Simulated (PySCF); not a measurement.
EPR parameters of [C7H12]+

C7H12 (charge +1 and doublet state).
Geometry (GFN2-xTB, Å), atoms numbered from 1 in this order:
```
atom  x, y, z in Å
C1    -3.4279    0.6462    0.4146
C2    -2.7978   -0.6981    0.1041
C3    -1.3796   -0.6953    0.0042
C4    -0.1636   -0.6933   -0.0848
C5     1.2558   -0.7161   -0.1834
C6     1.9783    0.5244    0.3189
C7     3.4849    0.4238    0.1992
H8    -3.0276    1.0670    1.3362
H9    -3.2242    1.3633   -0.3808
H10   -4.5037    0.5385    0.5178
H11   -3.2116   -1.1175   -0.8266
H12   -3.0814   -1.4383    0.8707
H13    1.5115   -0.8869   -1.2421
H14    1.6242   -1.6207    0.3243
H15    1.7072    0.6895    1.3693
H16    1.6234    1.4122   -0.2165
H17    3.8024    0.3751   -0.8424
H18    3.9530    1.2996    0.6403
H19    3.8669   -0.4640    0.7000
```

The hyperfine couplings belong to this conformer and change with its torsions.

As a line formula: `C(C[C]=[C+]CC)C` [radical] (charge +1).

Theory: UKS B3LYP, pcH-1 on C H, non-relativistic, mean-field spin-orbit, GIAO (PySCF 2.14.0). Isolated species at its GFN2-xTB geometry (one conformer only). A GFN2-xTB geometry isn't a minimum of the functional, and hyperfine couplings can be far from their values at a DFT geometry, by a factor of two or more for some ions and for spin on atoms past the first row. The SCF solution wasn't tested for stability.

```json
{
  "g1, g2, g3": "2.00219, 2.00303, 2.02777",
  "g_iso": "2.01100",
  "Form of g": "close to axial: the two nearest values differ by 3 % of g3 − g1",
  "⟨S²⟩": "0.7517 (exact 0.7500)",
  "α and β electrons": "27, 26",
  "Basis functions": "295"
}
```

Hyperfine couplings atom by atom, in MHz; T1 to T3 are the principal values of the dipolar part:

```tsv
atom	isotope	a_iso	T1	T2	T3	Mulliken spin population
C1	13C	-2.6	-0.8	0.4	0.4	0.00
C2	13C	-18.5	-7.2	-5.0	12.3	0.00
C3	13C	8.8	-40.3	-32.7	73.0	0.38
C4	13C	8.2	-40.0	-32.2	72.2	0.38
C5	13C	-17.6	-7.4	-5.4	12.8	0.00
C6	13C	-1.4	-1.4	-1.1	2.5	0.00
C7	13C	-0.9	-0.4	-0.4	0.8	0.00
H8	1H	12.7	-2.3	-1.3	3.6	0.01
H9	1H	15.3	-2.2	-1.3	3.5	0.01
H10	1H	-1.7	-1.4	-1.3	2.7	0.00
H11	1H	147.8	-6.7	-3.1	9.8	0.05
H12	1H	151.5	-6.7	-3.1	9.8	0.06
H13	1H	187.1	-7.0	-3.5	10.5	0.07
H14	1H	105.3	-6.3	-2.7	9.1	0.04
H15	1H	19.4	-2.6	-0.7	3.3	0.01
H16	1H	9.1	-2.4	-1.5	3.9	0.00
H17	1H	-0.3	-1.1	-0.9	1.9	0.00
H18	1H	2.6	-0.8	-0.6	1.3	0.00
H19	1H	-0.3	-1.0	-1.0	2.0	0.00
```

The largest Mulliken spin populations are on C3 (+0.38), C4 (+0.38) and H13 (+0.07).

The SMILES `CC[C+]=[C]CCC` draws the unpaired electron on C4, whose computed spin population is only +0.38.

Axes: g3 points within 1° of the C4–C5 bond.

Under fast tumbling the dipolar parts average out, and these isotropic splittings remain: 2 × 1H (H11/H12, I = 1/2, 3 lines) with 5.32 mT, 2 × 1H (H13/H14, I = 1/2, 3 lines) with 5.20 mT, 2 × 1H (H15/H16, I = 1/2, 3 lines) with 0.51 mT and 3 × 1H (H8/H9/H10, I = 1/2, 4 lines) with 0.31 mT.

Class means assume fast exchange of nuclei equivalent by connectivity; if that motion is slow, each nucleus keeps its own coupling. The three 1H nuclei of mean +8.8 MHz run from -1.7 to 15.3 MHz in the frozen geometry. The 1H value of +146.2 MHz is a mean of couplings from 105.3 to 187.1 MHz in this one geometry, not an average over conformers. The 1H value of +14.3 MHz is a mean of couplings from 9.1 to 19.4 MHz in this one geometry, not an average over conformers.

The 13C coupling of C2 (-18.5 MHz) shows only in satellite lines or after enrichment, since that isotope makes up about 1.07 % of natural carbon.

β density exceeds α density at some nuclei, such as C2 (-0.0165), C5 (-0.0156) and C1 (-0.0023), spin density in bohr⁻³. In a single determinant that takes different orbitals for the two spins, that is spin polarisation.
